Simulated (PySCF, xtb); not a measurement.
C3H10OSi, SMILES CC(C)(O)[SiH3]. The values are those of a single conformer.

Harmonic wavenumbers (cm⁻¹) from xtb 6.7.1 with GFN2-xTB at its own minimum, in rising order: 107, 190, 203, 225, 244, 309, 359, 371, 431, 552, 560, 626, 762, 771, 784, 900, 950, 969, 1006, 1110, 1166, 1170, 1300, 1400, 1413, 1490, 1497, 1499, 1510, 2228, 2286, 2288, 2971, 2976, 3031, 3034, 3036, 3039, 3495.

Q: What does B3LYP-D3(BJ)/def2-SVP (PySCF) give at its own minimum? (An estimate is asked for; the answer gives what the named calculation found.)

A: 147, 213, 218, 243, 286, 289, 354, 370, 434, 610, 642, 646, 860, 926, 928, 950, 956, 974, 1003, 1119, 1183, 1190, 1335, 1380, 1396, 1452, 1457, 1469, 1481, 2209, 2231, 2237, 3001, 3005, 3083, 3088, 3121, 3123, 3753. Paired by order, the mean absolute difference is 45 cm⁻¹ and the zero-point energies are 74.7 and 76.3 kcal/mol.
